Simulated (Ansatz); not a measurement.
Cartesian coordinates in Å:
```
C -1.1367 -0.1122 -0.2075
Si 0.4836 0.3117 0.5814
F 0.7471 -0.7573 1.7446
S 2.0915 0.3248 -0.8075
H -1.3872 0.6176 -0.9801
H -1.0985 -1.1022 -0.6684
H -1.9330 -0.1166 0.5410
H 0.5096 1.6557 1.2021
H 1.7234 -0.8215 -1.4056
```

Charge 0, multiplicity 1.

(1) List the PBE/def2-TZVPP orbital energies in eV (the Gaussian-basis code of Ansatz). (An estimate is asked.)

## Answers

(1) Computed: Occupied: -2395.83, -1780.79, -659.72, -268.94, -208.81, -154.96, -154.85, -154.73, -138.38, -95.17, -95.13, -95.06, -29.43, -18.48, -17.57, -13.16, -11.24, -10.71, -10.44, -10.20, -10.05, -9.59, -8.08, -7.79, -6.53. Lowest empty: -0.59, -0.07, 0.25, 0.34, 1.33, 1.80, 1.99, 2.63.
